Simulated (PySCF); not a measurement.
C2H6BFO2, SMILES OCB(F)CO.

Geometry: B3LYP-D3(BJ)/def2-SVP. The structure was generated by enumeration, and PubChem lists no compound with its InChIKey, so it may never have been made. One conformer was computed; it need not be the lowest.

Computed with PySCF with B3LYP-D3(BJ)/def2-SVP.

No scaling factor is applied to the harmonic values.

```csv
mode,ν (cm⁻¹),IR (km/mol),Raman (Å⁴/amu),depolarisation,moving atoms (share of kinetic energy)
1,68,4.0,0.1,0.75,"O 53 %, F 18 %, H 16 %"
2,104,5.0,0.2,0.57,"H 42 %, C 29 %, O 23 %"
3,158,1.1,0.0,–,"O 36 %, H 26 %, F 17 %, C 11 %, B 10 %"
4,220,63.5,0.7,0.75,"F 46 %, H 28 %, O 23 %"
5,269,171.0,2.1,0.75,"H 65 %, O 18 %, F 10 %"
6,276,16.0,2.2,0.74,"H 84 %, O 11 %"
7,349,10.3,0.3,0.75,"H 52 %, B 33 %, F 11 %"
8,360,0.5,4.6,0.32,"O 58 %, C 24 %, H 13 %"
9,602,0.7,1.8,0.75,"C 53 %, H 19 %, B 12 %, F 11 %"
10,637,0.4,1.4,0.43,"H 62 %, C 34 %"
11,770,22.1,2.4,0.03,"C 42 %, F 33 %, H 24 %"
12,912,34.1,0.7,0.75,"B 38 %, H 32 %, C 26 %"
13,1018,207.2,0.6,0.75,"B 37 %, O 31 %, C 25 %"
14,1094,27.5,2.8,0.69,"O 40 %, C 35 %, H 22 %"
15,1125,31.1,4.6,0.75,"H 58 %, O 17 %, B 16 %, C 9 %"
16,1186,0.0,11.0,0.64,"H 85 %, C 12 %"
17,1206,57.1,4.7,0.75,H 83 %
18,1291,2.4,7.0,0.73,"H 70 %, C 20 %"
19,1328,74.1,3.4,0.75,"H 70 %, C 17 %, B 9 %"
20,1345,171.7,5.5,0.50,"B 63 %, F 17 %, H 13 %"
21,1386,75.3,2.5,0.62,"H 72 %, C 21 %"
22,1412,11.4,9.8,0.75,"H 66 %, C 23 %, B 9 %"
23,1446,4.2,20.2,0.65,H 92 %
24,1447,19.5,5.1,0.75,"H 78 %, C 13 %"
25,2895,75.7,54.8,0.75,H 93 %
26,2896,19.1,200.4,0.12,H 93 %
27,3045,20.3,111.8,0.13,H 92 %
28,3046,14.3,69.2,0.75,H 92 %
29,3815,5.0,17.7,0.75,H 94 %
30,3816,65.4,100.4,0.18,H 94 %
```
